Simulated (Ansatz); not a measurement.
Some isomers of C3H7Si, charge -1, singlet:

A. [CH-]=CC[SiH3]
B. C=C[CH-][SiH3]
C. C=[C-]C[SiH3]
D. C=CC[SiH2-]

Quantity: relative energy (electronic energy difference), kcal/mol. Structures are relaxed separately at B3LYP-D3(BJ)/def2-TZVP in Ansatz (an electronic-structure program), one conformer each, not searched for the lowest. Cores are frozen in the correlated levels unless marked. Spin-orbit coupling is left out. No relativistic terms. CBS(X,Y): correlation extrapolated as X^-3; Hartree-Fock from the larger set. Anions need diffuse functions, which plain sets lack and def2-D sets hold few of. Values are relative to the lowest entry of each level; other isomers of the formula, not listed, may lie lower.

```csv
,B3LYP-D3(BJ)/def2-TZVPD (Ansatz + dftd3),B2PLYP/def2-TZVPD (Ansatz),SCS-MP2/aug-cc-pV(T+d)Z (Ansatz),"CCSD(T)/CBS(aug-cc-pV(T+d)Z,aug-cc-pV(Q+d)Z) (Ansatz)"
A,32.0,31.5,29.7,?
B,0.0,0.0,0.0,?
C,28.8,28.1,26.8,?
D,1.9,2.8,2.0,?
```

Task: Complete the blanks.

Result: 
- A, CCSD(T)/CBS(aug-cc-pV(T+d)Z,aug-cc-pV(Q+d)Z) (Ansatz): 29.8
- B, CCSD(T)/CBS(aug-cc-pV(T+d)Z,aug-cc-pV(Q+d)Z) (Ansatz): 0.0
- C, CCSD(T)/CBS(aug-cc-pV(T+d)Z,aug-cc-pV(Q+d)Z) (Ansatz): 26.6
- D, CCSD(T)/CBS(aug-cc-pV(T+d)Z,aug-cc-pV(Q+d)Z) (Ansatz): 1.1
